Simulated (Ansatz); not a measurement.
The same path of C2H6O2Si2 (12 atoms, charge 0, multiplicity 1) was run twice with different band settings. The coordinate that changes most is the dihedral H7–O1–Si2–C5.

These are results of RKS B3LYP/def2-SVP in Ansatz 0.2.0, not measurements.

Relaxed end points:

```xyz
12
Properties=species:S:1:pos:R:3
O 1.957 0.265 -0.903
Si 0.424 0.119 -0.289
Si 0.612 -0.983 1.770
C -1.067 -0.114 -1.366
C -1.420 1.111 -0.908
O -0.431 1.652 -0.119
H 2.044 0.666 -1.778
H 1.029 -2.400 1.551
H -0.715 -0.970 2.450
H 1.620 -0.307 2.637
H -1.643 -0.803 -1.979
H -2.333 1.708 -1.032
```

```xyz
12
Properties=species:S:1:pos:R:3
O 1.780 0.314 -1.273
Si 0.360 0.144 -0.435
Si 0.655 -0.924 1.641
C -1.192 -0.118 -1.391
C -1.538 1.097 -0.899
O -0.509 1.653 -0.174
H 2.605 0.389 -0.780
H 1.039 -2.353 1.438
H -0.611 -0.862 2.425
H 1.746 -0.257 2.416
H -1.788 -0.813 -1.977
H -2.470 1.675 -0.957
```

Common settings: movable images 5; climbing image yes; spring 5.0 eV/Å²; start path through a guess of the saddle point; force threshold 0.03 eV/Å; iteration limit 60; end points relaxed.

| run | optimiser | largest step |
| --- | --- | --- |
| 1 | quadratic models (default) | default |
| 2 | fire | 0.5 Å |

Task: What does each run give, and how far can it be trusted?

Result: Run 1: converged after 16 iterations, highest image 0.136 eV above the first end. A vibrational analysis at the climbing image gives one clearly imaginary mode, 307i cm⁻¹: a first-order saddle point.
Run 2: converged after 51 iterations, highest image 0.137 eV above the first end. Another band between the same ends (5 images) ends at a top of the same energy, where a vibrational analysis finds 1 clearly imaginary mode.
